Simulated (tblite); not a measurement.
C8H10Si.
Numbering: `[CH:1]#[C:2][Si@@H:3]1[CH2:4][C:5](=[CH2:6])[C@H:7]1[CH:8]=[CH2:9]` (hydrogens: H10 on C1; H11 on Si3; H12, H13 on C4; H14, H15 on C6; H16 on C7; H17 on C8; H18, H19 on C9)

Structure used (GFN2-xTB), in Å, numbered top down from 1:
```
atom  x, y, z in Å
C1     0.122    3.912    0.707
C2     0.013    2.865    0.126
Si3   -0.152    1.245   -0.743
C4    -1.816    0.324   -0.522
C5    -1.089   -0.840    0.112
C6    -1.528   -2.061    0.336
C7     0.311   -0.301    0.333
C8     1.413   -1.177   -0.121
C9     2.579   -1.305    0.490
H10    0.217    4.830    1.214
H11    0.408    1.307   -2.093
H12   -2.509    0.794    0.176
H13   -2.389    0.049   -1.406
H14   -0.893   -2.820    0.764
H15   -2.541   -2.351    0.106
H16    0.465   -0.031    1.382
H17    1.220   -1.719   -1.039
H18    3.363   -1.934    0.104
H19    2.798   -0.778    1.405
```

All values are computed: GFN2-xTB (tblite) harmonic vibrations without scaling, gas phase. This tight-binding method is rough: wavenumbers can miss measured ones by several per cent, in bad cases by 10 to 20. Modes of hydrogen on silicon can be 10 to 20 % off. One conformer, not necessarily the lowest.

Harmonic wavenumbers (cm⁻¹): 33.2, 59.9, 79.7, 109.7, 189.7, 210.5, 249.6, 265.2, 318.0, 407.0, 430.4, 494.6, 546.6, 592.2, 602.9, 656.0, 673.2, 681.2, 690.9, 739.1, 763.1, 788.2, 866.6, 878.3, 891.3, 937.7, 986.5, 1017.8, 1047.1, 1077.3, 1154.9, 1168.2, 1203.1, 1233.0, 1305.2, 1407.1, 1419.9, 1446.7, 1696.1, 1748.1, 2205.0, 2259.4, 2932.6, 2972.1, 2995.8, 3042.1, 3087.5, 3091.1, 3111.6, 3117.3, 3355.8.

A = 1868, B = 1020, C = 737.5 MHz; mass 134.055 u (most abundant isotopes); point group C1, symmetry number 1.

**Question.** Zero-point energy?

**Answer.** ½Σν̃ = 31618 cm⁻¹ = 378.24 kJ/mol.

**Question.** Entropy at 500 K, 1 bar (ideal gas, RRHO, classical rotation)?

**Answer.** Translation 180.69, rotation 131.19, vibration 233.79: S = 545.7 J/(mol K).

**Question.** And Cp and H(500 K) − H(0)?

**Answer.** Cp = 254.29 J/(mol K), of which vibrations give 221.03 (their classical limit is 51 R = 424.0); H(500 K) − H(0) = 75.58 kJ/mol without the zero-point energy, 58.95 from vibrations.

**Question.** Blend soft modes into free rotors: weight 1/[1 + (100 cm⁻¹/ν̃)⁴] for the oscillator and the rest for a rotor with moment μB/(μ + B), μ = h/(8π²ν), B = 10⁻⁴⁴ kg m². What vibrational entropy results?

**Answer.** 212.87 J/(mol K) in place of 233.79, which changes −T·S at 500 K by +10.46 kJ/mol.

**Question.** Which modes carry the vibrational entropy at 500 K?

**Answer.** 33.2 cm⁻¹: 27.84; 59.9 cm⁻¹: 22.94; 79.7 cm⁻¹: 20.58; 109.7 cm⁻¹: 17.94; 189.7 cm⁻¹: 13.45; 210.5 cm⁻¹: 12.61 J/(mol K); the other 45 give 118.44 together.

**Question.** What must be added to the electronic energy to get the Gibbs energy at 500 K and 1 bar?

**Answer.** ZPE + [H(500 K) − H(0)] − T·S = 378.24 + 75.58 − 272.84 = 180.98 kJ/mol.

Hindered rotation and anharmonicity are outside this model. Other conformers, if any are populated, would add a mixing term that is left out. The structure is chiral; the term R ln 2 for an equal mix with its mirror image is left out.
